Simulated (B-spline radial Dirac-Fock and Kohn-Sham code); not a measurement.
# Dipole and non-dipole photoemission parameters of W⁶⁺ 3d5/2

System: the W⁶⁺ ion, configuration [Xe] 4f14; threshold 1896.7 eV (orbital energy of the model). Level of theory: Dirac-Hartree-Slater photoionisation with a Latter tail; cross sections with all multipoles, angular parameters from the dipole term and its interference with E2; an atomic code on a B-spline grid.

For linearly polarised light dσ/dΩ = σ/(4π) [1 + β P₂(cos θ) + (δ + γ cos²θ) sin θ cos φ], with θ from the polarisation vector and φ the angle between the beam and the projection of the electron momentum on the plane normal to the polarisation.

```
hν (eV)  σ (kb)      β      γ      δ
   3430     126  1.178  0.053  0.052
   4910    43.0  1.227  0.504  0.093
   5840       ?      ?      ?      ?
 9251.7    5.42  1.089  1.355  0.189
  11200    2.80  1.019  1.592  0.231
  12000    2.20  0.993  1.675  0.248
  13700    1.37  0.940  1.833  0.284
```

Problem. Give the values at 5840 eV.

Solution. σ = 24.9 kb, β = 1.208, γ = 0.738, δ = 0.114.

Values without a named source are computed, but for edge energies of neutral atoms, which are taken from tables.
